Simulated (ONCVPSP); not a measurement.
**Configuration tests for Hf (ONCV)**

```json
{"Element": "Hf", "Generator": "ONCVPSP 4.0.1", "Type": "optimised norm-conserving Vanderbilt (ONCV)", "Functional": "PBE", "Relativity": "fully relativistic", "Frozen core": "[Kr] 4d10 4f14", "Valence charge": "12", "Reference configuration": "5s2 5p6 5d2.5 6s1.5", "Partial waves": "5s+6s: rc 1.60 bohr, ncon 4, nbas 8, qcut 7.1 1/bohr, 2 projectors; 5p: rc 2.20 bohr, ncon 3, nbas 7, qcut 6.7 1/bohr, 1 projector; 5d: rc 2.95 bohr, ncon 4, nbas 9, qcut 6.1 1/bohr, 2 projectors, debl 1.2 Ha; f scattering state at 0.15 Ha: rc 3.05 bohr, ncon 4, nbas 9, qcut 4 1/bohr, 2 projectors, debl 3 Ha", "Local potential": "polynomial inside 1.50 bohr (lpopt 4, dvloc0 6 Ha)", "Core correction": "Teter function, fcfact 3.75, rcfact 1.8"}
```

Open shells are filled in proportion to 2j + 1.

Energies are relative to the spin-unpolarised reference configuration 5s2 5p6 5d2.5 6s1.5; without spin polarisation the order of configurations can differ from experiment.

```csv
valence configuration,charge,ΔE all-electron (eV),error AE − PS (meV)
5s2 5p6 5d2 6s2,0,-1.253,-3.1
5s2 5p6 5d2 6s1,+1,6.727,-6.0
5s2 5p6 5d2 6s0,+2,20.907,-57
```

Q: What are ΔE and the potential's error for 5s2 5p6 5d3 6s0?

A: ΔE = 8.738 eV all-electron; the error (AE − PS) is -18 meV.

Levels in the configuration 5s2 5p6 5d2 6s0:

```
   level  all-electron (eV)  pseudo (eV)
5s j=1/2            -81.917      -82.040
5p j=3/2            -48.409      -48.505
5p j=1/2            -56.194      -56.303
5d j=5/2            -16.467      -16.558
5d j=3/2            -17.045      -17.134
```
